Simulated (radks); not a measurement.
Values are calculated unless marked as measured or tabulated.
Question: Ionisation ladder of cadmium, from Cd44+ to Cd47+. Each ion is in the ground configuration listed by NIST, and IE = E(next ion) - E(this ion), with E = 0 for the bare nucleus. Code: a radial shooting solver on a logarithmic mesh with Libxc functionals. Model: Dirac Kohn-Sham, exchange-only PBE, spin-unpolarised, spherical densities, finite nucleus; Fermi nuclear charge, rms radius 4.6087 fm.

species  configuration  IE, Delta-SCF (eV)  <r> HOMO (bohr)
Cd44+         [He] 2s2              7432.7            0.123
Cd45+         [He] 2s1                   ?            0.123
Cd46+             [He]               31583           0.0302
Cd47+              1s1                   ?           0.0300

Estimate the withheld Delta-SCF values.

Answer: Cd45+: 7607.8 eV (NIST 7608.0); Cd47+: 32293 eV (NIST 32341.6).

Beside tabulated values, note that spin-unpolarised runs miss the spin-polarisation part of the exchange energy of open shells.
